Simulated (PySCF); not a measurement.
# Electron correlation in N²⁺ (nitrogen, charge +2)

[He] 2s2 2p1, 2P determinant. All numbers are calculated (PySCF 2.14, scalar relativity by spin-free X2C-1e, in x2c-TZVPPall with one added diffuse shell each of s, p, d type (6s4p3d1f, 40 functions)). Frozen: 1s2; 3 electrons correlated.

| level | correlation energy (mhartree) |
| --- | --- |
| CCSD | -82.46 |
| (T) | -1.02 |
| CCSD(T) | -83.48 |
| CCSDT | -83.72 |

Diagnostics: T1 = 0.0069, D1 = 0.0132, largest double amplitude 0.136.

Cost of the coupled-cluster step: about 0.7 core-seconds, for 3 correlated electrons.
